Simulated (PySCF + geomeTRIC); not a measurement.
The multiplicity is imposed and other spin states were not computed.

The numbers are results of TPSS-D3(BJ)/def2-SVP run with PySCF + geomeTRIC, not measurements. fastk is a local helper that only speeds up exchange builds. No frequencies were computed at this level.

```python
import json, numpy as np
from pyscf import gto, dft
from fastk import lowrank_exchange
atoms = """
Cd     0.527750    -0.432751     0.633489
O      0.057527     1.448107     0.460943
H      0.415863     2.065075     1.103851
N     -0.314282    -1.820260    -0.580778
H      0.357762    -2.491059    -0.951726
H     -0.607423    -1.243628    -1.373392
"""
def scf(charge, spin, dm0=None):
    mol = gto.M(atom=atoms, basis='def2-svp', ecp={'Cd': 'def2-svp'}, charge=charge, spin=spin, verbose=3, max_memory=5040)
    mf = dft.KS(mol, xc='tpss').density_fit(auxbasis="def2-universal-jkfit")
    mf.disp = 'd3bj'
    mf.grids.level = 3
    mf.conv_tol = 1e-8
    mf.max_cycle = 120
    mf.level_shift = 0.25
    mf.kernel(dm0)
    if not mf.converged:
        mf = mf.newton().run(mf.mo_coeff, mf.mo_occ).undo_soscf()
    return mf
mf = scf(0, 0)
from pyscf.geomopt.geometric_solver import kernel as optimize
path = []
done, mol = optimize(mf, maxsteps=120, assert_convergence=False, callback=lambda env: path.append((env["energy"], bool(env["g_scanner"].converged))))
res = dict(converged=bool(done and path[-1][1]), energy=path[-1][0], path=[e for e, c in path], xyz=mol.atom_coords(unit="Angstrom").tolist(), nao=mol.nao)
json.dump(res, open("result.json", "w"))
```

Output:

```
converged SCF energy = -299.311224011205
Geometry optimization cycle 1
converged SCF energy = -299.311224012362
cycle 1: E = -299.311224012  dE = -299.311  norm(grad) = 0.0368244
Geometry optimization cycle 2
converged SCF energy = -299.319927008241
cycle 2: E = -299.319927008  dE = -0.008703  norm(grad) = 0.0236027
Geometry optimization cycle 3
converged SCF energy = -299.328913444376
cycle 3: E = -299.328913444  dE = -0.00898644  norm(grad) = 0.0223536
Geometry optimization cycle 4
converged SCF energy = -299.338094536298
cycle 4: E = -299.338094536  dE = -0.00918109  norm(grad) = 0.0160295
Geometry optimization cycle 5
converged SCF energy = -299.3406430631
cycle 5: E = -299.340643063  dE = -0.00254853  norm(grad) = 0.012917
Geometry optimization cycle 6
converged SCF energy = -299.34122394147
cycle 6: E = -299.341223941  dE = -0.000580878  norm(grad) = 0.00660845
Geometry optimization cycle 7
converged SCF energy = -299.341430098252
cycle 7: E = -299.341430098  dE = -0.000206157  norm(grad) = 0.00338981
Geometry optimization cycle 8
converged SCF energy = -299.341443985378
cycle 8: E = -299.341443985  dE = -1.38871e-05  norm(grad) = 0.00340669
Geometry optimization cycle 9
converged SCF energy = -299.341682609199
cycle 9: E = -299.341682609  dE = -0.000238624  norm(grad) = 0.00774994
Geometry optimization cycle 10
converged SCF energy = -299.340778352841
cycle 10: E = -299.340778353  dE = 0.000904256  norm(grad) = 0.0200356
Geometry optimization cycle 11
converged SCF energy = -299.341874084387
cycle 11: E = -299.341874084  dE = -0.00109573  norm(grad) = 0.0130643
Geometry optimization cycle 12
converged SCF energy = -299.342074732318
cycle 12: E = -299.342074732  dE = -0.000200648  norm(grad) = 0.00942955
Geometry optimization cycle 13
converged SCF energy = -299.341796127942
cycle 13: E = -299.341796128  dE = 0.000278604  norm(grad) = 0.033911
Geometry optimization cycle 14
converged SCF energy = -299.342565956973
cycle 14: E = -299.342565957  dE = -0.000769829  norm(grad) = 0.004833
Geometry optimization cycle 15
converged SCF energy = -299.3426712977
cycle 15: E = -299.342671298  dE = -0.000105341  norm(grad) = 0.00262514
Geometry optimization cycle 16
converged SCF energy = -299.342707283192
cycle 16: E = -299.342707283  dE = -3.59855e-05  norm(grad) = 0.00138784
Geometry optimization cycle 17
converged SCF energy = -299.34271048221
cycle 17: E = -299.342710482  dE = -3.19902e-06  norm(grad) = 0.000626817
Geometry optimization cycle 18
converged SCF energy = -299.342711915185
cycle 18: E = -299.342711915  dE = -1.43298e-06  norm(grad) = 0.000307977
Geometry optimization cycle 19
converged SCF energy = -299.34271206767
cycle 19: E = -299.342712068  dE = -1.52485e-07  norm(grad) = 0.000155101
Geometry optimization cycle 20
converged SCF energy = -299.342711936765
cycle 20: E = -299.342711937  dE = 1.30905e-07  norm(grad) = 0.000220876
<class 'geometric.internal.Distance'> : 5
<class 'geometric.internal.Angle'> : 5
<class 'geometric.internal.Dihedral'> : 3
<class 'geometric.internal.TranslationX'> : 1
<class 'geometric.internal.TranslationY'> : 1
<class 'geometric.internal.TranslationZ'> : 1
<class 'geometric.internal.RotationA'> : 1
<class 'geometric.internal.RotationB'> : 1
<class 'geometric.internal.RotationC'> : 1
Step    0 : Gradient = 1.503e-02/2.090e-02 (rms/max) Energy = -299.3112240124
Step    1 : Displace = 9.824e-02/1.222e-01 (rms/max) Trust = 1.000e-01 (=) Grad = 9.636e-03/1.609e-02 (rms/max) E (change) = -299.3199270082 (-8.703e-03) Quality = 1.105
Step    2 : Displace = 1.405e-01/1.971e-01 (rms/max) Trust = 1.414e-01 (+) Grad = 9.126e-03/1.750e-02 (rms/max) E (change) = -299.3289134444 (-8.986e-03) Quality = 1.135
Step    3 : Displace = 2.090e-01/3.557e-01 (rms/max) Trust = 2.000e-01 (+) Grad = 6.544e-03/8.836e-03 (rms/max) E (change) = -299.3380945363 (-9.181e-03) Quality = 0.987
Step    4 : Displace = 1.655e-01/2.635e-01 (rms/max) Trust = 2.828e-01 (+) Grad = 5.273e-03/7.519e-03 (rms/max) E (change) = -299.3406430631 (-2.549e-03) Quality = 1.013
Step    5 : Displace = 1.758e-02/2.466e-02 (rms/max) Trust = 3.000e-01 (+) Grad = 2.698e-03/4.197e-03 (rms/max) E (change) = -299.3412239415 (-5.809e-04) Quality = 1.484
Step    6 : Displace = 2.045e-02/3.158e-02 (rms/max) Trust = 3.000e-01 (=) Grad = 1.384e-03/2.810e-03 (rms/max) E (change) = -299.3414300983 (-2.062e-04) Quality = 0.994
Step    7 : Displace = 5.601e-03/8.460e-03 (rms/max) Trust = 3.000e-01 (=) Grad = 1.391e-03/2.880e-03 (rms/max) E (change) = -299.3414439854 (-1.389e-05) Quality = 1.836
Step    8 : Displace = 1.131e-01/1.756e-01 (rms/max) Trust = 3.000e-01 (=) Grad = 3.164e-03/4.356e-03 (rms/max) E (change) = -299.3416826092 (-2.386e-04) Quality = 1.785
Step    9 : Displace = 2.955e-01/4.742e-01 (rms/max) Trust = 3.000e-01 (=) Grad = 8.180e-03/1.116e-02 (rms/max) E (change) = -299.3407783528 (+9.043e-04) Quality = -1.924
Step   10 : Displace = 1.481e-01/2.336e-01 (rms/max) Trust = 1.477e-01 (x) Grad = 5.333e-03/7.387e-03 (rms/max) E (change) = -299.3418740844 (-1.915e-04) Quality = 0.685
Step   11 : Displace = 2.677e-02/3.913e-02 (rms/max) Trust = 1.477e-01 (=) Grad = 3.850e-03/5.095e-03 (rms/max) E (change) = -299.3420747323 (-2.006e-04) Quality = 1.564
Step   12 : Displace = 6.604e-02/1.049e-01 (rms/max) Trust = 2.089e-01 (+) Grad = 1.384e-02/2.391e-02 (rms/max) E (change) = -299.3417961279 (+2.786e-04) Quality = 0.001
Step   13 : Displace = 1.226e-02/2.046e-02 (rms/max) Trust = 3.302e-02 (-) Grad = 1.973e-03/2.976e-03 (rms/max) E (change) = -299.3425659570 (-7.698e-04) Quality = 1.153
Step   14 : Displace = 1.289e-02/1.640e-02 (rms/max) Trust = 4.670e-02 (+) Grad = 1.072e-03/1.772e-03 (rms/max) E (change) = -299.3426712977 (-1.053e-04) Quality = 1.361
Step   15 : Displace = 3.148e-02/5.007e-02 (rms/max) Trust = 6.604e-02 (+) Grad = 5.666e-04/9.687e-04 (rms/max) E (change) = -299.3427072832 (-3.599e-05) Quality = 0.877
Step   16 : Displace = 8.394e-03/1.275e-02 (rms/max) Trust = 9.340e-02 (+) Grad = 2.559e-04/4.050e-04 (rms/max) E (change) = -299.3427104822 (-3.199e-06) Quality = 0.654
Step   17 : Displace = 1.961e-03/2.635e-03 (rms/max) Trust = 9.340e-02 (=) Grad = 1.257e-04/2.096e-04 (rms/max) E (change) = -299.3427119152 (-1.433e-06) Quality = 1.042
Step   18 : Displace = 1.842e-03/2.823e-03 (rms/max) Trust = 1.321e-01 (+) Grad = 6.332e-05/7.615e-05 (rms/max) E (change) = -299.3427120677 (-1.525e-07) Quality = 0.183
Step   19 : Displace = 9.038e-04/1.381e-03 (rms/max) Trust = 9.211e-04 (-) Grad = 9.017e-05/1.424e-04 (rms/max) E (change) = -299.3427119368 (+1.309e-07) Quality = -0.278
Converged! =D
```

Cost: about 3 core-minutes (a rough figure).
